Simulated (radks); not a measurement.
Q: Radial electron density D(r) = 4 pi r^2 rho(r) of an atom or ion with 55 electrons. Method: scalar-relativistic Kohn-Sham, PBE, spin-polarised, spherical densities, finite nucleus; Fermi nuclear charge, rms radius of each element as measured or else 0.836 A^(1/3) + 0.57 fm; computed with a radial shooting solver on a logarithmic mesh with Libxc functionals.

r (bohr),D(r) (e/bohr),spin D(r)
0.00275,11.84,0.000286
0.003757,18.76,0.000447
0.005132,28.55,0.000664
0.007068,41.47,0.000922
0.009656,55.35,0.00113
0.01319,67.00,0.00114
0.01817,71.87,0.000766
0.02482,68.14,0.0000352
0.0339,62.85,-0.000499
0.04669,68.91,0.000185
0.06379,86.46,0.00196
0.08714,92.72,0.00219
0.12,75.42,-0.000108
0.1639,68.19,0.00118
0.224,79.40,0.00478
0.3084,60.52,0.000592
0.4214,29.60,0.00451
0.5757,30.06,0.00926
0.7928,26.90,-0.00162
1.083,12.48,0.0217
1.48,6.925,0.0240
2.038,4.695,-0.0101
2.784,1.866,0.0626
3.803,0.5151,0.188
5.237,0.2420,0.218
7.155,0.1146,0.114
9.775,0.02642,0.0264
13.46,0.002119,0.00212

What is the nuclear charge?

A: Z = 55. The innermost maximum, from 1s, lies near gamma/Z bohr with gamma = sqrt(1 - (Z/c)^2) = 0.916, here 0.0167 bohr (found: 0.0183), and its height grows with Z. The density is that of neutral caesium in [Xe] 6s1; the configuration itself is not fixed sharply by these data, and Z only to a few units. D(r) has 4 maxima, at r = 0.0183, 0.0804, 0.229, 0.649 bohr, and minima at 0.0353, 0.151, 0.475 bohr, inside which lie 1.97, 11.16, 28.92 electrons.
